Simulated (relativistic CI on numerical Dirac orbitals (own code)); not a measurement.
**Hf³⁷⁺: sensitivity of the levels to the model**

Base calculation: Dirac-Coulomb-Breit CI, separate exchange-only KLI orbitals for each configuration, model QED (radiative potential, 1s self-energy scaled to tabulated hydrogen-like ionisation energies), unscaled Slater integrals.

CI space (outside the closed core [Ar] 3d10): 4s2 4p5, 4s 4p6, 4s2 4p4 4d, 4s 4p5 4d, 4s2 4p4 4f, 4s 4p5 4f, 4p6 4d, 4s 4p4 4d2, 4s2 4p3 4d 4f, 4p6 4f, 4p5 4d2, 4p4 4d3, 4p4 4d2 4f. Double excitations out of closed p, d and f shells are left out; levels of such configurations are missing from the list, as are those of other unlisted configurations, and high levels can miss mixing partners.

Variants: (1) non-relativistic limit; (2) one mean potential for all configurations. Shifts of the energy above 4s2 4p5 2P°_3/2, in cm⁻¹, for the lowest level and the first level of each name with at least 55 % of one term (blank where a level changes its place among those of its configuration and J or its character, or is not in the variant):

| Level | Base | Δ(1) | Δ(2) |
| --- | --- | --- | --- |
| 4s2 4p5 2P°_3/2 | 0 | 0 | 0 |
| 4s2 4p5 2P°_1/2 | 644586 | -644585 | +28 |
| 4s2 4p4 4d 2D_3/2 | 1240678 |  | +21 |
| 4s2 4p4 4d 4F_9/2 | 1288323 | -197066 | +19 |
| 4s 4p6 2S_1/2 | 1476839 | -823498 | +172 |
| 4s2 4p4 4d 4D_1/2 | 1736596 |  | +5 |
| 4s2 4p4 4d 2G_7/2 | 1819018 |  | +8 |
| 4s2 4p4 4d 2G_9/2 | 1950870 | -811284 | +1 |
| 4s 4p5 4d 4P°_1/2 | 2569960 | -786937 | +240 |
| 4s 4p5 4d 4F°_9/2 | 2666911 | -867466 | -81 |
| 4s2 4p4 4f 4G°_11/2 | 2798046 | -218730 | -835 |

At this charge energies of transitions that change n are usually good to better than 1 %, and those within a shell (Δn = 0) to a few per cent.

Ionisation energy from the two ground configurations alone: base 1719.5 eV. The NIST ASD value (theoretical) is 1719 eV.

LS names give the leading component of a level, which can be under half, so a name can repeat, a term be missing and a line seem to break the LS rules.
